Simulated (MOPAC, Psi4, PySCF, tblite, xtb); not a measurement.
Dimer C2H6 ··· COS (SMILES CC and O=C=S), singlet at R = 4.33 Å between the centres of mass, closest contact 3.04 Å (a higher rigid-body minimum at GFN2-xTB). Geometry in Å and degrees:

```
C
H 1 1.0918
H 1 1.0918 2 107.56
H 1 1.0918 2 107.56 3 115.60
C 1 1.5263 2 111.32 4 122.20
H 5 1.0918 1 111.32 2 -180.00
H 5 1.0918 6 107.56 1 -122.20
H 5 1.0918 6 107.56 7 -115.60
O 4 3.0443 1 122.75 2 -60.07
C 9 1.1555 4 84.63 1 8.94
S 10 1.5622 4 106.02 1 7.66
```

- GFN2-xTB (tblite)
- SAPT0/jun-cc-pVDZ, frozen core (Psi4)
- revPBE/def2-TZVP, counterpoise-corrected (Psi4)
- revPBE-D3(BJ)/def2-TZVP, counterpoise-corrected (Psi4)
- PBE/def2-TZVP, counterpoise-corrected (Psi4)
- PBE-D3(BJ)/def2-TZVP, counterpoise-corrected (Psi4)
- HF/aug-cc-pVDZ, counterpoise-corrected (Psi4)
- MP2/aug-cc-pVDZ = DF-MP2/aug-cc-pVDZ, frozen core, counterpoise-corrected run with Psi4
- SCS-MP2/aug-cc-pVDZ = DF-SCS-MP2/aug-cc-pVDZ, frozen core, counterpoise-corrected (Psi4)
- PM6, restricted, heats of formation (MOPAC)
- PM7, restricted, heats of formation (MOPAC)
- GFN1-xTB (xtb)
- RKS-B3LYP/6-31G* = restricted B3LYP/6-31G*, spherical d, no counterpoise correction in PySCF
- RKS-B3LYP/6-311+G** = restricted B3LYP/6-311+G**, spherical d, no counterpoise correction (PySCF)
- RKS-BP86/6-31G* = restricted BP86/6-31G*, spherical d, no counterpoise correction run with PySCF
- RHF/LANL2DZ = restricted Hartree-Fock/LANL2DZ, with its core potentials past Ne, no counterpoise correction run with PySCF

Problem. What interaction energy does each level give?

Solution. 
| method | E_int / kcal/mol |
|---|---|
| PBE-D3(BJ)/def2-TZVP | -1.09 |
| revPBE-D3(BJ)/def2-TZVP | -1.07 |
| GFN2-xTB | -1.03 |
| MP2/aug-cc-pVDZ | -0.85 |
| GFN1-xTB | -0.79 |
| SCS-MP2/aug-cc-pVDZ | -0.43 |
| SAPT0/jun-cc-pVDZ | -0.43 |
| PM7 | -0.30 |
| PM6 | 0.01 |
| PBE/def2-TZVP | 0.01 |
| RKS-B3LYP/6-31G* | 0.20 |
| RHF/LANL2DZ | 0.48 |
| RKS-B3LYP/6-311+G** | 0.59 |
| RKS-BP86/6-31G* | 0.66 |
| HF/aug-cc-pVDZ | 0.90 |
| revPBE/def2-TZVP | 1.05 |
